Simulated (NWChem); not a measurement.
Program: NWChem. System: C₅H₃Cl, charge 0, spin multiplicity 1, at a geometry optimised with PBE/def2-SVP. The structure started from a generated list of species. Level: MP2/def2-SVP, 10 core orbitals frozen.

The NWChem input:

```
start mol
memory heap 200 mb stack 800 mb global 1000 mb
geometry units angstroms nocenter noautoz
  C      1.625119     2.144169     0.000000
  C      0.905434     1.151631     0.000000
  C      0.061655     0.008672     0.000000
  Cl    -1.683907     0.330433     0.000000
  C      0.493953    -1.247744     0.000000
  C      0.932846    -2.485809     0.000000
  H      2.261016     3.018542     0.000000
  H      1.125679    -3.030712     0.942312
  H      1.125679    -3.030712    -0.942312
  symmetry group Cs
end
basis spherical
  * library def2-svp
end
scf
  rhf
  nopen 0
  maxiter 100
  thresh 1e-7
  semidirect memsize 60000000 filesize 0
end
mp2
  freeze core 10
end
task mp2 energy
```

NWChem printed:

```
             Northwest Computational Chemistry Package (NWChem) 7.3.0
             --------------------------------------------------------

                                NWChem Input Module
                                -------------------

 Scaling coordinates for geometry "geometry" by  1.889725989
 (inverse scale =  0.529177249)

 Turning off AUTOSYM since
 SYMMETRY directive was detected!

                             Geometry "geometry" -> ""
                             -------------------------

 Output coordinates in angstroms (scale by  1.889725989 to convert to a.u.)

  No.       Tag          Charge          X              Y              Z
 ---- ---------------- ---------- -------------- -------------- --------------
    1 C                    6.0000     1.62511900     2.14416900     0.00000000
    2 C                    6.0000     0.90543400     1.15163100     0.00000000
    3 C                    6.0000     0.06165500     0.00867200     0.00000000
    4 Cl                  17.0000    -1.68390700     0.33043300     0.00000000
    5 C                    6.0000     0.49395300    -1.24774400     0.00000000
    6 C                    6.0000     0.93284600    -2.48580900     0.00000000
    7 H                    1.0000     2.26101600     3.01854200     0.00000000
    8 H                    1.0000     1.12567900    -3.03071200     0.94231200
    9 H                    1.0000     1.12567900    -3.03071200    -0.94231200

 Effective nuclear repulsion energy (a.u.)     219.4354996741

            Nuclear Dipole moment (a.u.)
            ----------------------------
        X                 Y               Z
 ---------------- ---------------- ----------------
    -0.0000056692    -0.0000132281     0.0000000000

      Symmetry information
      --------------------

 Group name             Cs
 Group number              2
 Group order               2
 No. of unique centers     8

      Symmetry unique atoms

     1    2    3    4    5    6    7    8


 Summary of "ao basis" -> "" (spherical)
 ------------------------------------------------------------------------------
       Tag                 Description            Shells   Functions and Types
 ---------------- ------------------------------  ------  ---------------------
 *                          def2-svp                  on all atoms

 Summary of "ao basis" -> "ao basis" (spherical)
 ------------------------------------------------------------------------------
       Tag                 Description            Shells   Functions and Types
 ---------------- ------------------------------  ------  ---------------------
 C                          def2-svp                 6       14   3s2p1d
 Cl                         def2-svp                 8       18   4s3p1d
 H                          def2-svp                 3        5   2s1p

                                 NWChem SCF Module
                                 -----------------

  ao basis        = "ao basis"
  functions       =   103
  atoms           =     9
  closed shells   =    25
  open shells     =     0
  charge          =   0.00
  wavefunction    = RHF
  use symmetry    = T
  symmetry adapt  = T

 Summary of "ao basis" -> "ao basis" (spherical)
 ------------------------------------------------------------------------------
       Tag                 Description            Shells   Functions and Types
 ---------------- ------------------------------  ------  ---------------------
 C                          def2-svp                 6       14   3s2p1d
 Cl                         def2-svp                 8       18   4s3p1d
 H                          def2-svp                 3        5   2s1p

      Symmetry analysis of basis
      --------------------------

        a'         72
        a"         31

 Forming initial guess at       0.0s

      Superposition of Atomic Density Guess
      -------------------------------------

 Sum of atomic energies:        -648.94540888

      Non-variational initial energy
      ------------------------------

 Total energy =    -651.884713
 1-e energy   =   -1324.063425
 2-e energy   =     452.743213
 HOMO         =      -0.248627
 LUMO         =      -0.033843

      Symmetry analysis of molecular orbitals - initial
      -------------------------------------------------

  Numbering of irreducible representations:

     1 a'          2 a"

  Orbital symmetries:

     1 a'          2 a'          3 a'          4 a'          5 a'
     6 a'          7 a'          8 a'          9 a'         10 a"
    11 a'         12 a'         13 a'         14 a'         15 a'
    16 a'         17 a'         18 a"         19 a'         20 a"
    21 a'         22 a"         23 a'         24 a'         25 a"
    26 a'         27 a"         28 a'         29 a'         30 a'
    31 a"         32 a'         33 a"         34 a'         35 a'

 Starting SCF solution at       1.0s

 ----------------------------------------------
         Quadratically convergent ROHF

 Convergence threshold     :          1.000E-07
 Maximum no. of iterations :          100
 Final Fock-matrix accuracy:          1.000E-09
 ----------------------------------------------

              iter       energy          gnorm     gmax       time
             ----- ------------------- --------- --------- --------
                 1     -650.0683628344  9.17D-01  2.57D-01      1.1
                 2     -650.1312820685  4.82D-01  1.28D-01      1.2
                 3     -650.1443897622  2.37D-01  6.94D-02      1.3
                 4     -650.1480393463  1.77D-02  3.39D-03      1.5
                 5     -650.1480680088  2.60D-04  5.66D-05      1.8
[...]
       -----------------------------------------------

  Numbering of irreducible representations:

     1 a'          2 a"

  Orbital symmetries:

     1 a'          2 a'          3 a'          4 a'          5 a'
     6 a'          7 a'          8 a'          9 a'         10 a"
    11 a'         12 a'         13 a'         14 a'         15 a'
    16 a'         17 a'         18 a"         19 a'         20 a"
    21 a'         22 a"         23 a'         24 a'         25 a"
    26 a"         27 a'         28 a'         29 a'         30 a'
    31 a"         32 a'         33 a"         34 a'         35 a'

             Final eigenvalues
             -----------------

              1
    1 -104.7999
    2  -11.3371
    3  -11.2966
    4  -11.2838
    5  -11.2659
    6  -11.2607
    7  -10.5626
    8   -8.0377
    9   -8.0339
   10   -8.0338
   11   -1.1668
   12   -1.0613
   13   -1.0296
   14   -0.9478
   15   -0.7989
   16   -0.7080
   17   -0.6794
   18   -0.6296
   19   -0.6121
   20   -0.5279
   21   -0.4652
   22   -0.4358
   23   -0.4178
   24   -0.3978
   25   -0.3459
   26    0.0962
   27    0.1034
   28    0.1940
   29    0.1996
   30    0.2057
   31    0.2403
   32    0.2822
   33    0.2929
   34    0.3591
   35    0.3659

                       ROHF Final Molecular Orbital Analysis
                       -------------------------------------

 Vector   23  Occ=2.000000D+00  E=-4.178436D-01  Symmetry=a'
              MO Center=  6.4D-01, -4.1D-01,  1.0D-15, r^2= 4.7D+00
   Bfn.  Coefficient  Atom+Function         Bfn.  Coefficient  Atom+Function
  ----- ------------  ---------------      ----- ------------  ---------------
    64      0.291470  5 C  px                78      0.272178  6 C  px
    18      0.235397  2 C  px                67      0.221932  5 C  px
    53      0.200290  4 Cl px                81      0.187835  6 C  px
     4      0.177111  1 C  px                50      0.161311  4 Cl px
     5     -0.152343  1 C  py

 Vector   24  Occ=2.000000D+00  E=-3.978032D-01  Symmetry=a'
              MO Center=  8.4D-01,  2.7D-01, -8.8D-16, r^2= 4.9D+00
   Bfn.  Coefficient  Atom+Function         Bfn.  Coefficient  Atom+Function
  ----- ------------  ---------------      ----- ------------  ---------------
     4      0.259227  1 C  px                78     -0.242675  6 C  px
    18      0.239570  2 C  px                64     -0.218230  5 C  px
    54      0.212899  4 Cl py                19     -0.202558  2 C  py
    21      0.186880  2 C  px                 5     -0.178428  1 C  py
     7      0.176756  1 C  px                81     -0.177433  6 C  px

 Vector   25  Occ=2.000000D+00  E=-3.459079D-01  Symmetry=a"
              MO Center=  5.2D-01,  2.2D-01,  7.5D-16, r^2= 4.2D+00
   Bfn.  Coefficient  Atom+Function         Bfn.  Coefficient  Atom+Function
  ----- ------------  ---------------      ----- ------------  ---------------
    66     -0.309741  5 C  pz                34     -0.295852  3 C  pz
     6      0.290814  1 C  pz                55      0.271795  4 Cl pz
    69     -0.252070  5 C  pz                37     -0.234096  3 C  pz
     9      0.209890  1 C  pz                20      0.203362  2 C  pz
    23      0.167130  2 C  pz                52      0.165356  4 Cl pz

 Vector   26  Occ=0.000000D+00  E= 9.621496D-02  Symmetry=a"
              MO Center=  7.3D-01, -2.5D-01, -6.9D-15, r^2= 4.9D+00
   Bfn.  Coefficient  Atom+Function         Bfn.  Coefficient  Atom+Function
  ----- ------------  ---------------      ----- ------------  ---------------
    69      0.531534  5 C  pz                 9      0.412060  1 C  pz
    37     -0.406919  3 C  pz                95     -0.383356  8 H  s
   100      0.383356  9 H  s                 66      0.365564  5 C  pz
    34     -0.275867  3 C  pz                23     -0.266392  2 C  pz
     6      0.240274  1 C  pz                20     -0.166272  2 C  pz

 Vector   27  Occ=0.000000D+00  E= 1.033943D-01  Symmetry=a'
              MO Center=  4.3D-01, -7.1D-01,  1.4D-15, r^2= 5.1D+00
   Bfn.  Coefficient  Atom+Function         Bfn.  Coefficient  Atom+Function
  ----- ------------  ---------------      ----- ------------  ---------------
    81     -0.502407  6 C  px                53      0.463198  4 Cl px
    67      0.385801  5 C  px                78     -0.276088  6 C  px
    64      0.268634  5 C  px                46      0.255936  4 Cl s
    31     -0.249793  3 C  s                 35      0.249719  3 C  px
     8      0.230130  1 C  py                 7     -0.222838  1 C  px

 Vector   28  Occ=0.000000D+00  E= 1.940421D-01  Symmetry=a'
              MO Center=  1.2D+00, -2.9D+00,  2.8D-16, r^2= 5.6D+00
   Bfn.  Coefficient  Atom+Function         Bfn.  Coefficient  Atom+Function
  ----- ------------  ---------------      ----- ------------  ---------------
    77      2.232173  6 C  s                 95     -1.533640  8 H  s
   100     -1.533640  9 H  s                 22     -0.647696  2 C  py
    63     -0.646654  5 C  s                  3      0.599333  1 C  s
    82     -0.554494  6 C  py                36     -0.454753  3 C  py
    17     -0.451325  2 C  s                  8     -0.438449  1 C  py

 center of mass
 --------------
 x =  -0.11779939 y =   0.06439451 z =   0.00000000

 moments of inertia (a.u.)
 ------------------
         703.892523249756           0.486926048546           0.000000000000
           0.486926048546         582.857687083854           0.000000000000
           0.000000000000           0.000000000000        1273.967226679964

  Mulliken analysis of the total density
  --------------------------------------

    Atom       Charge   Shell Charges
 -----------   ------   -------------------------------------------------------
    1 C    6     6.29   1.99  0.88  0.52  1.92  0.96  0.03
    2 C    6     5.78   1.99  0.89  0.13  1.98  0.75  0.04
    3 C    6     6.08   1.99  0.89  0.22  2.01  0.91  0.07
    4 Cl  17    17.12   2.00  1.99  1.21  0.75  5.94  2.09  3.09  0.04
    5 C    6     5.91   1.99  0.93  0.20  1.92  0.83  0.04
    6 C    6     6.15   1.99  0.86  0.29  1.99  0.98  0.04
    7 H    1     0.90   0.72  0.15  0.03
    8 H    1     0.89   0.72  0.14  0.03
    9 H    1     0.89   0.72  0.14  0.03

       Multipole analysis of the density wrt the origin
       ------------------------------------------------

     L   x y z        total         open         nuclear
     -   - - -        -----         ----         -------
     0   0 0 0     -0.000000      0.000000     50.000000

     1   1 0 0      0.711993      0.000000     -0.000006
     1   0 1 0     -0.467631      0.000000     -0.000013
     1   0 0 1     -0.000000      0.000000      0.000000

     2   2 0 0    -30.557802      0.000000    297.553997
     2   1 1 0      0.849494      0.000000      0.350533
     2   1 0 1      0.000000      0.000000      0.000000
     2   0 2 0    -23.648274      0.000000    397.450872
     2   0 1 1      0.000000      0.000000      0.000000
     2   0 0 2    -31.667912      0.000000      6.341867

                   NWChem MP2 Semi-direct Energy/Gradient Module
                   ---------------------------------------------

  Basis functions       =    103
  Molecular orbitals    =    103
  Frozen core           =     10
  Frozen virtuals       =      0
  Active alpha occupied =     15
  Active beta occupied  =     15
  Active alpha virtual  =     78
  Active beta virtual   =     78
  Use MO symmetry       = T
  Use skeleton AO sym   = T

  AO/Fock/Back tols     =   1.0D-09  1.0D-09  1.0D-09

 GA uses MA = F    GA memory limited = T

 Available:
  local mem=  1.15D+08
 global mem=  1.31D+08
 local disk=  0.00D+00
  mp2_memr nvloc                    78
  nvloc new                    78
   1 passes of  15:        3145728                      51477                  19474615.
   1 passes of  15: M    114663944           G      131050782           F     111518216.

 Semi-direct pass number   1 of   1  for RHF alpha+beta  at        2.4s
  vrange nnbf                  4891
  mp2_eaftype                    74  avail_ma_in_mb                   999
 EAF : mp2_eaftype filesize          74    9737308.
  mp2_eaf for mointskh                     74
Node 0 wrote     45.8 Mb in      0.0 s     Agg I/O rate:  2176.4 Mb/s
 Done moints_semi at        5.9s
  mp2_eaftype                    74  avail_ma_in_mb                   925
 EAF : mp2_eaftype filesize          74    9737308.
  mp2_eaf for kh                    74
 Done maket at        6.2s
 Done multipass loop at        6.2s

          -------------------------------------------
          SCF energy                -650.148068029055
          Correlation energy          -0.770452396471
          Singlet pairs               -0.471871089231
          Triplet pairs               -0.298581307241
          Total MP2 energy          -650.918520425526
          -------------------------------------------

          ---------------------------------------------------
                    Spin Component Scaled (SCS) MP2
          Same spin pairs                     -0.199054204827
          Same spin scaling factor             0.333333333333
          Opposite spin pairs                 -0.571398191644
          Opposite spin scaling fact.          1.200000000000
          SCS-MP2 correlation energy          -0.752029231582
          Total SCS-MP2 energy              -650.900097260637
          ---------------------------------------------------

 -----------------------
 Performance information
 -----------------------

 Timer overhead =  2.40D-07 seconds/call

               Nr. of calls         CPU time (s)                 Wall time (s)                GFlops
             ---------------    -------------------     ------------------------------   -------------------
Name         Min   Avg   Max    Min     Avg     Max     Min     Avg     Max   Mx/calls   Min     Max     Sum
mp2: moin     1     1     1    3.5     3.5     3.5      3.5     3.5     3.5     3.5      0.0     0.0     0.0
mp2: make     1     1     1   0.28    0.28    0.28     0.28    0.28    0.28    0.28      0.0     0.0     0.0
mp2: tota     1     1     1    3.8     3.8     3.8      3.8     3.8     3.8     3.8      0.0     0.0     0.0

 The average no. of pstat calls per process was 3.00D+00
 with a timing overhead of 7.20D-07s

 Task  times  cpu:        6.2s     wall:        6.2s

 Total times  cpu:        6.2s     wall:        6.2s
```
